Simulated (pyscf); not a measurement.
## H₂N–SiH₂–SiH₃ (SMILES N[SiH2][SiH3]), singlet

Gas-phase minimum from PySCF at ωB97X-D3(BJ)/def2-SVP, one conformer. H₂N–SiH₂–SiH₃ lies 14.8 kcal/mol over its isomer H₃Si–NH–SiH₃ (electronic energy, ωB97M-D3(BJ)/def2-TZVP). 

```
Si
N 1 1.7394
H 2 1.0148 1 119.24
H 2 1.0152 3 110.47 1 -144.90
H 1 1.4933 2 108.17 3 167.59
H 1 1.5021 5 106.41 2 -125.22
Si 1 2.3339 5 110.78 6 -117.69
H 7 1.4931 1 110.79 5 -52.58
H 7 1.4939 8 108.83 1 -122.37
H 7 1.4959 8 108.24 9 -117.47
```

Properties at ωB97X-D3(BJ)/def2-SVP:

| Property | Result |
|---|---|
| Harmonic wavenumbers, unscaled | 103, 151, 209, 376, 400, 443, 525, 624, 702, 802, 851, 880, 947, 954, 958, 993, 1561, 2184, 2231, 2238, 2246, 2250, 3612, 3706 cm⁻¹ |
| Zero-point energy | 42.8 kcal/mol |
| Rotational symmetry number | 1 |
| Entropy of this conformer at 298 K and 1 atm, rigid rotor and harmonic oscillator, modes under 100 cm⁻¹ raised to 100 | 324.1 J/(mol K) |
| Dipole moment | 1.50 D |

Single-point totals, which compare only within one level (frozen core for MP2 and CC):

| level | total energy (hartree) |
|---|---|
| ωB97X-D3(BJ)/def2-TZVP | -638.08454 |
| PBE/def2-TZVP | -637.61891 |
| r²SCAN/def2-TZVP | -637.91184 |
| B3LYP-D3(BJ)/def2-TZVP | -638.06552 |
| PBE0-D3(BJ)/def2-TZVP | -637.69309 |
| M06-2X/def2-TZVP | -637.92222 |
| ωB97M-D3(BJ)/def2-TZVP | -638.09511 |
| HF/def2-TZVPP | -636.45398 |
| MP2/def2-TZVPP | -636.92884 |
| CCSD/def2-TZVPP | -636.98017 |
| CCSD(T)/def2-TZVPP | -636.99825 |

Soft torsions are taken as harmonic, which can shift the entropy by several J/(mol K). The CCSD(T) − MP2 part came from Ansatz, without density fitting, on the same reference.
